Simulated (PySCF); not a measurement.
## Frontier levels across methods

Compound: C4H5ClOSi.
Structure used (PBE0-D3(BJ)/def2-SVP), in Å, numbered top down from 1:
```xyz
12
C4H5ClOSi angstrom
O     -2.3366    0.6919   -0.8575
C     -1.2499    0.4218   -0.4094
C     -0.2036    1.4536   -0.1359
C      1.0355    1.0232    0.1680
Si     1.0690   -0.8453    0.1576
Cl     1.7361   -1.6199    1.9591
C     -0.7872   -0.9979   -0.0831
H     -0.5001    2.5040   -0.2283
H      1.8566    1.7203    0.3588
H      1.9153   -1.4375   -0.9127
H     -1.2541   -1.2955    0.8716
H     -1.1473   -1.6988   -0.8493
```

Basis pcSseg-1 throughout (PySCF), one geometry. Isolated species at its PBE0-D3(BJ)/def2-SVP geometry (one conformer only).

How do the orbital energies, the gap and the dipole change with the method?

```csv
method,kind,HOMO (eV),LUMO (eV),gap (eV),μ (D),SCF cycles
PBE,GGA,-5.99,-3.13,2.86,1.67,17
BP86,GGA,-6.11,-3.23,2.88,1.70,17
KT3,GGA,-6.14,-3.05,3.09,1.69,17
LDA,LDA,-6.17,-3.38,2.78,1.74,16
KT2,GGA,-6.18,-3.10,3.08,1.70,17
B97-2,global hybrid,-7.30,-2.23,5.07,1.83,15
PBE0,global hybrid,-7.59,-2.18,5.41,1.82,15
HF,Hartree–Fock,-11.09,1.73,12.82,2.24,12
```

The HOMO spans 5.11 eV, from PBE down to HF, and the gap runs from 2.78 eV (LDA) to 12.82 eV (HF). Over the methods PBE (0 %), BP86 (0 %), KT3 (0 %), LDA (0 %), KT2 (0 %), B97-2 (21 %), PBE0 (25 %), HF (100 %), a straight line through the gap against the share of exact exchange rises by 0.99 eV for each 10 % (correlation coefficient 1.000). The dipole ranges from 1.67 D (PBE) to 2.24 D (HF). This basis has no diffuse functions.
